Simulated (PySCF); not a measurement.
Compound: CH7FSSi2.
InChI=1S/CH7FSSi2/c1-4-5(2)3/h3,5H,4H2,1H3/t5-/m1/s1

Computed with TDDFT CAM-B3LYP/def2-SVPD, vertical, gas phase, core orbitals frozen in the response (PySCF 2.14.0, density-fitted response routines). One conformer (not necessarily the lowest) at the GFN2-xTB geometry, without solvent, vibrations or thermal averaging. GFN2-xTB frequencies show an imaginary mode (46i cm⁻¹), so this geometry is no minimum at that level. Torsions of this conformer, `[CH3:1][SiH2:2][Si@H:3]([F:4])[SH:5]`: C1–Si2–Si3–F4 -81°, H–S5–Si3–Si2 80°.

Broadening: Gaussians 0.3 eV wide at half height, area fixed by f = 4.319×10⁻⁹ ∫ε dν̃. The width is an assumption, not a result. The curve ends short of the highest state used, and states not computed would add to its high-energy end.

(E (eV), ε (L mol⁻¹ cm⁻¹)): (5.03, 1), (5.12, 11), (5.21, 67), (5.29, 211), (5.38, 481), (5.46, 657), (5.55, 590), (5.64, 390), (5.72, 487), (5.81, 1382), (5.90, 3042), (5.98, 4135), (6.07, 3852), (6.16, 2759), (6.24, 2179), (6.33, 1788), (6.41, 1231), (6.50, 634), (6.59, 493), (6.67, 727), (6.76, 1402), (6.85, 3047), (6.93, 5264), (7.02, 6777)

(1) Where are the band maxima, and which computed states make them?

(2) On this curve, what absorbance would a 10⁻⁵ mol/L sample give at 222 nm over a 1 cm path?

(3) Coming from long wavelengths, where does ε first pass 100 L mol⁻¹ cm⁻¹?

## Answers

(1) 226 nm (5.48 eV), ε about 670, made up of S1 (100%); 206 nm (6.01 eV), ε about 4200, made up of S2 (97%) (ε in L mol⁻¹ cm⁻¹; maxima over ε = 5, shares over 10%). At its high-energy end, 7.02 eV, the curve is still rising (ε about 6800, from S5). The states used: S1 5.48 eV (f 0.0074); S2 6.00 eV (f 0.046); S3 6.30 eV (f 0.019); S4 6.73 eV (f 0.0069); S5 7.02 eV (f 0.073); S6 7.37 eV (f 0.083); S7 7.55 eV (f 0.015); S8 7.62 eV (f 0.022).

(2) 222 nm is 5.585 eV, where ε is about 510 L mol⁻¹ cm⁻¹, so A = ε c l ≈ 0.0051 (Beer–Lambert, with the gas-phase spectrum and the assumed width).

(3) At about 237 nm (5.24 eV), 0.25 eV below S1.
